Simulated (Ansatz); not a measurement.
H4NSSi, SMILES `[SiH3][N+]S` (excited triplet) (charge 1, multiplicity 3). This triplet is an excited state, 0.89 eV above the relaxed singlet at the level frozen-core CCSD(T)/cc-pVTZ // B3LYP-D3(BJ)/def2-TZVP (Ansatz, an electronic-structure program).

Cartesian coordinates (Å):
```xyz
7

Si    -1.1345     0.0206     0.0697
N      0.6448    -0.1844    -0.0868
S      2.1468    -0.6312     0.0399
H     -1.4026     0.0257     1.5149
H     -1.6677    -1.1276    -0.6837
H     -1.3094     1.3218    -0.6045
H      2.7225     0.5751    -0.2495
```
Charge +1, spin multiplicity 3.

Q: Give the natural occupations of the active orbitals, the CASSCF energy and the corrected energy for frozen-core fic-MRCISD+Q@CASSCF(6e,6o)/cc-pVTZ // B3LYP-D3(BJ)/def2-TZVP run with Ansatz.

A: 
| Item | Value |
|---|---|
| natural occupations | 1.98, 1.97, 1.01, 1.00, 0.03, 0.02 |
| CASSCF energy | -743.0025 Ha |
| corrected energy | -743.4650 Ha |
| weight of the reference | 0.872 |
